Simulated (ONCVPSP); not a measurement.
## Which change was made? (P, ONCV)

- Element: phosphorus
- Generator: ONCVPSP 4.0.1
- Type: optimised norm-conserving Vanderbilt (ONCV)
- Functional: BLYP
- Relativity: scalar-relativistic
- Frozen core: [Ne]
- Valence charge: 5
- Reference configuration: 3s2 3p1 (charge +2)
- Partial waves: 3s: rc 1.35 bohr, ncon 4, nbas 7, qcut 6.3 1/bohr, 3 projectors, debl 3.2 Ha; 3p: rc 1.85 bohr, ncon 4, nbas 8, qcut 3.8 1/bohr, 2 projectors, debl 2.4 Ha
- Local potential: polynomial inside 1.00 bohr (lpopt 3, dvloc0 0 Ha)
- Core correction: Teter function, fcfact 5.25, rcfact 1.25

Cutoffs, loose and tight: the cutoffs (Ha) at which the residual kinetic energy of the hardest occupied pseudo-wave falls to 1 and 0.1 mHa per electron. They do not see the model core or the augmentation charge, which bear on the density cutoff. Test errors are all-electron minus pseudo excitation energies from the reference, over the configurations 3s2 3p3; 3s2 3p2; 3s2 3p0; 3s0 3p5; variants that change the core or the reference have their own tests.

The base gives: outcome: generated; cutoff, loose: 11 Ha; cutoff, tight: 37 Ha; bound ghosts: s; GHOST(+) flags above zero: none; largest test error (meV): +18.

**Question.** After one change the result is: outcome: failed: optimize: ERROR ps0norm > uunorm, code will stop. Which change was it?
A. all radii but the core radius scaled by about 0.81 (s 1.10, p 1.50 bohr); local potential polynomial inside 0.82 bohr (lpopt 3, dvloc0 0 Ha)
B. p: rc 1.35, qcut 5.2, nproj 0; local potential the p channel
C. p: rc 2.68

**Answer.** A. The others give: p: rc 2.68 → outcome: generated; cutoff, loose: 11 Ha; cutoff, tight: 37 Ha; bound ghosts: s; GHOST(+) flags above zero: none; largest test error (meV): +8.1 | p: rc 1.35, qcut 5.2, nproj 0; local potential the p channel → outcome: generated; cutoff, loose: 11 Ha; cutoff, tight: 94 Ha; bound ghosts: s; GHOST(+) flags above zero: none; largest test error (meV): +28.
